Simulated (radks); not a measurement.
All-electron atom: Zn3+ in [Ne] 3s2 3p4 3d9 4d2 (not the ground configuration).

Method: Dirac Kohn-Sham, PBE, spin-unpolarised, spherical densities, finite nucleus; open shells fill j = l - 1/2 first; Fermi nuclear charge, rms radius 3.9283 fm; computed with a radial shooting solver on a logarithmic mesh with Libxc functionals.

Energy parts (hartree):
total: -1784.75400
kinetic: 1818.20794
electron-nucleus: -4240.04512
Hartree: 705.89718
exchange-correlation: -68.81400

Orbitals (lengths in bohr, moments of r in powers of bohr; r(90%) holds 90 % of the orbital's charge):
orbital  occ.  eigenvalue (hartree)     <r^2>  r(90%)  small-component weight
1s1/2       2             -353.0264  0.003404  0.0899                1.17e-02
2s1/2       2             -45.35622   0.06020   0.350                2.24e-03
2p1/2       2             -40.30676   0.04704   0.320                2.23e-03
2p3/2       4             -39.42611   0.04856   0.325                2.19e-03
3s1/2       2              -7.33779    0.5097   0.992                5.21e-04
3p1/2       2              -5.71095    0.5425    1.04                4.78e-04
3p3/2       2              -5.59043    0.5569    1.05                4.68e-04
3d3/2       4              -2.84590    0.6735    1.22                3.66e-04
3d5/2       5              -2.82899    0.6795    1.22                3.63e-04
4d3/2       2              -0.77779     8.612    4.06                4.94e-05
4d5/2       0              -0.77625     8.647    4.07                4.93e-05

The highest occupied level is 4d3/2 at -21.165 eV. The electron density at the nucleus is 2.509e+04 e/bohr^3. Summed over all electrons, <r^2> = 26.95 bohr^2, which gives a Langevin (diamagnetic) susceptibility term of -21.3 x 10^-6 cm^3/mol. The density falls to 0.001 e/bohr^3 at r = 4.23 bohr.

Run on one thread of a shared host, so times are rough (Intel(R) Xeon(R) Platinum 8375C CPU @ 2.90GHz): 0.09 s of CPU time, 0.09 s wall, 14 iterations on 2189 mesh points.
